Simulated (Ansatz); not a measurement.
```xyz
5

Cl   -0.0385   -2.1510   -0.7071
Nb    0.0000    0.0000    0.0000
Cl    1.8837    0.1968    1.2416
Cl   -0.1587    1.2584   -1.8761
Cl   -1.6865    0.6958    1.3416
```

Total charge 0; spin multiplicity 2. Nb: def2 effective core potential.

(1) List the PBE/def2-TZVPP orbital energies in eV (the Gaussian-basis code of Ansatz). (Best estimate.)

Results:

(1) Computed: α occupied: -2739.64, -2739.64, -2739.64, -2739.64, -250.20, -250.20, -250.20, -250.20, -190.83, -190.83, -190.83, -190.83, -190.78, -190.78, -190.78, -190.78, -190.75, -190.75, -190.75, -190.75, -62.85, -38.54, -38.54, -38.25, -20.83, -20.59, -20.55, -20.55, -10.25, -10.22, -9.95, -9.95, -9.76, -9.47, -9.01, -9.01, -8.88, -8.37, -8.37, -8.32, -4.67. α empty: -4.44, -3.38, -3.38, -3.10, -0.78, 0.46, 0.54, 0.54. β occupied: -2739.64, -2739.64, -2739.64, -2739.64, -250.20, -250.20, -250.20, -250.20, -190.83, -190.83, -190.83, -190.83, -190.78, -190.78, -190.78, -190.78, -190.73, -190.73, -190.73, -190.73, -62.35, -38.15, -38.15, -37.35, -20.80, -20.56, -20.52, -20.52, -10.15, -10.14, -9.87, -9.87, -9.68, -9.16, -8.99, -8.99, -8.79, -8.32, -8.31, -8.31. β empty: -4.11, -3.43, -3.14, -3.14, -2.81, -0.73, 0.51, 0.56. ⟨S²⟩ = 0.753.
